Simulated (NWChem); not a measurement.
# C2H4OS; SMILES O=CCS

```xyz
8

O     -0.3943     2.1210    -0.1346
C     -0.2304     1.0316     0.3386
C      0.8595     0.0781    -0.0860
S      0.1796    -1.5453    -0.5509
H     -0.9051     0.6342     1.1427
H      1.6048    -0.0362     0.7178
H      1.3659     0.4875    -0.9718
H     -0.0411    -1.9911     0.7050
```
Atoms are numbered in this order, from 1.

All runs: NWChem. Pople sets run with spherical d functions. Structure relaxed at the PBE0/def2-SVP level. Level: M05-2X/6-31G* with SMD (1 M gas to 1 M solution), gas-phase geometry.

```
solvent             dielectric constant  solvation free energy (kcal/mol)  cavity-dispersion-structure term (kcal/mol)  dipole in solution (D)
------------------  -------------------  --------------------------------  -------------------------------------------  ----------------------
water                              78.4                              -5.2                                          3.2                    3.74
toluene                            2.37                              -5.6                                         -2.3                    3.11
anisole                            4.22                              -6.4                                         -1.9                    3.25
ethylene glycol                    40.2                              -4.8                                          3.4                    3.73
diethyl ether                      4.24                              -7.0                                         -2.5                    3.25
dimethyl sulfoxide                 46.8                              -7.2                                         -1.2                    3.43
```
